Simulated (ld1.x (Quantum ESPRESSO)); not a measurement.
## Te (Z = 52): one change to a TM potential, before and after

ld1.x (Quantum ESPRESSO) 7.5 input, shortened:

```
&input
   title='Te', zed=52., rel=1, dft='BLYP', iswitch=3,
   config='[Kr] 4d10 5s2 5p4 5d-2'
 /
 &inputp
   pseudotype=2, tm=.true., lloc=-1, rcloc=1.90,
   nlcc=.true., rcore=1.45
 /
3
5S  1  0   2.00   0.00  1.40  1.40  0.0
5P  2  1   4.00   0.00  1.90  1.90  0.0
5D  3  2  -2.00  -0.10  2.05  2.05  0.0
 &test
   configts(1)='5s2 5p4'
 /
```

All-electron outer shells of the reference configuration (BLYP, scalar-relativistic, ld1.x):

```
shell  level (eV)  outermost node (bohr)  outermost maximum (bohr)
   4p     -114.12                   0.38                      0.74
   4d      -41.42                   0.36                      0.81
   5s      -14.99                   0.91                      1.80
   5p       -5.80                   1.00                      2.17
```

Change: wave 5p (bound): rc 1.90 bohr becomes 5p (bound): rc 2.46 bohr.

Cutoffs: the cutoffs (Ry, on a coarse ladder) from which the occupation-weighted sum of valence levels, in a spherical-Bessel basis at the reference potential, stays within 10 and 1 mRy of its value at 400 Ry; they do not see the model core or the augmentation charge, which bear on the density cutoff. Errors are all-electron minus pseudo energies relative to the spin-unpolarised reference configuration.

Task: How do hardness, ghosts and transferability respond?

Result: The potential gets neither clearly harder nor softer (60 Ry and 160 Ry → 55 Ry and 160 Ry); both files keep a bound ghost (s); of the 7 tests that both files solve, the error grows in 0 and shrinks in 3 by more than 15 % and 0.3 meV (median size 2.7 → 0.6 meV). That the errors move this way runs against the usual rule that smaller radii transfer better.

| quantity | base | changed |
| --- | --- | --- |
| cutoff, loose | 60 Ry | 55 Ry |
| cutoff, tight | 160 Ry | 160 Ry |
| loose cutoff by channel (10 mRy a level) | s 40 Ry, p 10 Ry | s 40 Ry, p 6 Ry |
| bound ghosts | s | s |
| error for 5s2 5p3, meV [ΔE 9.58 eV] | +0.3 | +0.3 |
| error for 5s2 5p2, meV [ΔE 27.39 eV] | +4.8 | +4.1 |
| error for 5s2 5p1, meV [ΔE 54.25 eV] | +9.7 | +4.9 |
| error for 5s1 5p4, meV [ΔE 19.46 eV] | -2.7 | -0.2 |
| error for 5s2 5p3.5, meV [ΔE 3.82 eV] | -0.3 | -0.3 |
| error for 5s0 5p6, meV [ΔE 18.83 eV] | -49 | -41 |
| error for 5s2 5p4.3, meV [ΔE -1.42 eV] | +0.6 | +0.6 |

 A true bound ghost makes a file unfit for plane-wave use even where its test errors are small: the radial tests pick states by their node count and pass the ghost by.
